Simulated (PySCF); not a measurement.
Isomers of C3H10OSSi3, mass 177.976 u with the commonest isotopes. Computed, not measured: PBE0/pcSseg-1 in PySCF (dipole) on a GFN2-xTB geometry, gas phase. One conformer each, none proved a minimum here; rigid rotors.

**Question.** Order these by rotational constant B, largest first.
A. `[CH:1]#[C:2][CH2:3][SiH2:4][S:5][SiH2:6][O:7][SiH3:8]` with C2–C3–Si4–S5 180°, C3–Si4–S5–Si6 180°, Si4–S5–Si6–O7 180°, S5–Si6–O7–Si8 0°
B. `[CH3:1][C:2](=[O:3])[Si@@H:4]1[SiH2:5][S:6][C@H:7]1[SiH3:8]` with C1–C2–Si4–Si5 166°, C2–Si4–Si5–S6 -117°, Si4–Si5–S6–C7 6°, Si5–S6–C7–Si8 -134°, C2–Si4–C7–S6 127°
C. `[CH:1]#[C:2][CH2:3][SiH2:4][O:5][SiH2:6][S:7][SiH3:8]` with C2–C3–Si4–O5 -53°, C3–Si4–O5–Si6 5°, Si4–O5–Si6–S7 -47°, O5–Si6–S7–Si8 174°
D. `[CH:1]#[C:2][C@H:3]([SiH3:4])[S:5][SiH2:6][O:7][SiH3:8]` with C2–C3–S5–Si6 -73°, C3–S5–Si6–O7 -47°, S5–Si6–O7–Si8 -28°

**Answer.** B (797.4 MHz), D (623.4 MHz), C (605.2 MHz), A (311.7 MHz).

**Question.** Order these by rotational constant A, largest first.
A. `[CH:1]#[C:2][C@H:3]([SiH3:4])[S:5][SiH2:6][O:7][SiH3:8]` with C2–C3–S5–Si6 -73°, C3–S5–Si6–O7 -47°, S5–Si6–O7–Si8 -28°
B. `[CH3:1][C:2](=[O:3])[Si@@H:4]1[SiH2:5][S:6][C@H:7]1[SiH3:8]` with C1–C2–Si4–Si5 166°, C2–Si4–Si5–S6 -117°, Si4–Si5–S6–C7 6°, Si5–S6–C7–Si8 -134°, C2–Si4–C7–S6 127°
C. `[CH:1]#[C:2][CH2:3][SiH2:4][O:5][SiH2:6][S:7][SiH3:8]` with C2–C3–Si4–O5 -53°, C3–Si4–O5–Si6 5°, Si4–O5–Si6–S7 -47°, O5–Si6–S7–Si8 174°
D. `[CH:1]#[C:2][CH2:3][SiH2:4][S:5][SiH2:6][O:7][SiH3:8]` with C2–C3–Si4–S5 180°, C3–Si4–S5–Si6 180°, Si4–S5–Si6–O7 180°, S5–Si6–O7–Si8 0°
E. `[CH3:1][C:2](=[O:3])[SiH2:4][C@H:5]1[SiH2:6][SiH2:7][S:8]1` with C1–C2–Si4–C5 162°, C2–Si4–C5–Si6 44°, Si4–C5–Si6–Si7 133°, C5–Si6–Si7–S8 -7°, Si6–Si7–S8–C5 7°, Si4–C5–S8–Si7 -135°

**Answer.** D (4750 MHz), E (2131 MHz), C (1591 MHz), A (1269 MHz), B (1208 MHz).

**Question.** Order these by radius of gyration √(Σ m r²/M), smallest first.
A. `[CH3:1][C:2](=[O:3])[SiH2:4][C@H:5]1[SiH2:6][SiH2:7][S:8]1` with C1–C2–Si4–C5 162°, C2–Si4–C5–Si6 44°, Si4–C5–Si6–Si7 133°, C5–Si6–Si7–S8 -7°, Si6–Si7–S8–C5 7°, Si4–C5–S8–Si7 -135°
B. `[CH3:1][C:2](=[O:3])[Si@@H:4]1[SiH2:5][S:6][C@H:7]1[SiH3:8]` with C1–C2–Si4–Si5 166°, C2–Si4–Si5–S6 -117°, Si4–Si5–S6–C7 6°, Si5–S6–C7–Si8 -134°, C2–Si4–C7–S6 127°
C. `[CH:1]#[C:2][C@H:3]([SiH3:4])[S:5][SiH2:6][O:7][SiH3:8]` with C2–C3–S5–Si6 -73°, C3–S5–Si6–O7 -47°, S5–Si6–O7–Si8 -28°
D. `[CH:1]#[C:2][CH2:3][SiH2:4][S:5][SiH2:6][O:7][SiH3:8]` with C2–C3–Si4–S5 180°, C3–Si4–S5–Si6 180°, Si4–S5–Si6–O7 180°, S5–Si6–O7–Si8 0°

**Answer.** B (2.372 Å), A (2.398 Å), C (2.429 Å), D (3.106 Å).

```csv
SMILES,point group,Ia (u·Å²),Ib (u·Å²),Ic (u·Å²),κ,μa (D),μb (D),μc (D)
C#C[C@H]([SiH3])S[SiH2]O[SiH3],C1,398.24,810.73,891.82,-0.84,0.62,0.86,0.85
C#CC[SiH2]O[SiH2]S[SiH3],C1,317.61,835.10,984.75,-0.83,0.18,0.31,0.53
CC(=O)[Si@@H]1[SiH2]S[C@H]1[SiH3],C1,418.42,633.81,950.08,-0.21,0.93,1.93,1.39
CC(=O)[SiH2][C@H]1[SiH2][SiH2]S1,C1,237.21,808.09,1001.89,-0.85,3.31,0.20,0.21
C#CC[SiH2]S[SiH2]O[SiH3],Cs,106.40,1621.30,1706.73,-0.99,0.22,0.32,0.00
```
